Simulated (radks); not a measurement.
Results of a calculation; reference values are marked as such.
Coulomb parameter of the 3d shell of the manganese ion Mn2+ in the model configuration [Ar] 3d3.5 4s1.5, as a second difference U = [E(n + 0.5) + E(n - 0.5) - 2 E(n)] / (0.5)^2 with all orbitals relaxed. "Bare": the charge of the atom changes with n. "Screened": the 4s shell takes up the change at fixed total charge, which measures U(3d,3d) + U(4s,4s) - 2 U(3d,4s). Level of theory: Dirac Kohn-Sham, PBEsol, spin-unpolarised, spherical densities, finite nucleus; open shells are shared between the two j in proportion to 2j + 1; Fermi nuclear charge, rms radius 3.7057 fm (a radial shooting solver on a logarithmic mesh with Libxc functionals).

case,configuration,E - E(n) (eV)
start,[Ar] 3d3.5 4s1.5,0.000
bare +0.5,[Ar] 3d4 4s1.5,-14.617
bare -0.5,[Ar] 3d3 4s1.5,18.983
screened +0.5,[Ar] 3d4 4s1,-4.857
screened -0.5,[Ar] 3d3 4s2,5.973

U(bare) = 17.464 eV, U(screened by 4s) = 4.466 eV.
